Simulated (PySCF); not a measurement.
First SCF of a structure search on triplet TiO₂, at a hand-made end-on geometry. PySCF input:

```python
from pyscf import gto, scf, dft
mol = gto.M(atom='''
Ti     0.000000     0.000000     0.000000
O      0.000000     0.000000     2.049700
O      1.252800     0.000000     2.769700''',
    basis={'Ti': 'def2-SVP', 'O': 'def2-SVP'},
    charge=0, spin=2)
mf = dft.UKS(mol, xc='PBE0')
mf.grids.atom_grid = (50, 194)
aux = {'Ti': 'def2-universal-JKFIT', 'O': 'def2-universal-JKFIT'}
mf = mf.density_fit(auxbasis=aux)
mf.conv_tol = 1e-08
mf.diis_space = 10
mf.max_cycle = 60
mf.init_guess = 'minao'
mf.verbose = 4
mf.kernel()
```

Excerpt of the output (cycles alone):

```
init E= -998.834145292486
cycle= 1 E= -998.453472793079  delta_E= 0.381  |g|= 0.896  |ddm|= 1.82
cycle= 2 E= -966.968881477402  delta_E= 31.5  |g|= 5.53  |ddm|= 3.99
cycle= 3 E= -983.973497827696  delta_E=  -17  |g|= 5.47  |ddm|= 2.41
cycle= 4 E= -985.096772499367  delta_E= -1.12  |g|=  5.3  |ddm|= 0.172
cycle= 5 E= -987.904825121587  delta_E= -2.81  |g|= 4.69  |ddm|= 0.383
cycle= 6 E= -990.55106314679  delta_E= -2.65  |g|= 4.05  |ddm|= 0.452
cycle= 7 E= -990.785003504726  delta_E= -0.234  |g|= 3.97  |ddm|= 0.0547
cycle= 8 E= -994.783037696038  delta_E=   -4  |g|= 2.44  |ddm|= 0.995
cycle= 9 E= -997.613002128088  delta_E= -2.83  |g|= 1.61  |ddm|= 1.41
cycle= 10 E= -998.279785436858  delta_E= -0.667  |g|= 1.17  |ddm|= 0.531
cycle= 11 E= -998.616490213591  delta_E= -0.337  |g|= 0.808  |ddm|= 0.49
cycle= 12 E= -996.948887971293  delta_E= 1.67  |g|= 1.66  |ddm|= 2.32
cycle= 13 E= -998.790291402835  delta_E= -1.84  |g|= 0.631  |ddm|= 1.58
cycle= 14 E= -999.07146781939  delta_E= -0.281  |g|= 0.219  |ddm|= 0.606
cycle= 15 E= -999.113457150607  delta_E= -0.042  |g|= 0.0534  |ddm|= 0.347
cycle= 16 E= -999.120019793089  delta_E= -0.00656  |g|= 0.0217  |ddm|= 0.188
cycle= 17 E= -999.121639805268  delta_E= -0.00162  |g|= 0.0178  |ddm|= 0.0944
cycle= 18 E= -999.122805286958  delta_E= -0.00117  |g|= 0.0134  |ddm|= 0.11
cycle= 19 E= -999.123229128675  delta_E= -0.000424  |g|= 0.00507  |ddm|= 0.0722
cycle= 20 E= -999.123290153276  delta_E= -6.1e-05  |g|= 0.00193  |ddm|= 0.0257
cycle= 21 E= -999.123300199823  delta_E= -1e-05  |g|= 0.00168  |ddm|= 0.00665
cycle= 22 E= -999.123309250868  delta_E= -9.05e-06  |g|= 0.00105  |ddm|= 0.00916
cycle= 23 E= -999.123313793686  delta_E= -4.54e-06  |g|= 0.000661  |ddm|= 0.00451
cycle= 24 E= -999.123322121843  delta_E= -8.33e-06  |g|= 0.000614  |ddm|= 0.00928
cycle= 25 E= -999.123330783632  delta_E= -8.66e-06  |g|= 0.000476  |ddm|= 0.0125
cycle= 26 E= -999.123340600376  delta_E= -9.82e-06  |g|= 0.000258  |ddm|= 0.0235
cycle= 27 E= -999.123341823516  delta_E= -1.22e-06  |g|= 0.000106  |ddm|= 0.00797
cycle= 28 E= -999.123342007098  delta_E= -1.84e-07  |g|= 4.45e-05  |ddm|= 0.00336
cycle= 29 E= -999.123342023414  delta_E= -1.63e-08  |g|= 2.09e-05  |ddm|= 0.000994
cycle= 30 E= -999.123342025457  delta_E= -2.04e-09  |g|= 5.59e-06  |ddm|= 0.000284
Extra cycle  E= -999.123342025516  delta_E= -5.82e-11  |g|= 3.71e-06  |ddm|= 1.92e-05
converged SCF energy = -999.123342025516  <S^2> = 3.0117583  2S+1 = 3.6120677
```

This is not the lowest solution: another start and a stability analysis within the same unrestricted form found one 21.2 kJ/mol lower, at -999.13143 Eh.

Open d and f shells are described by one determinant, and the ground state may have another occupation or spin.

The search for the lowest solution, 3 starts and the stability check together, took 8.9 s on 2 threads of a shared Arm Neoverse V2 host, with 59 basis functions; the process peaked at 0.31 GiB.
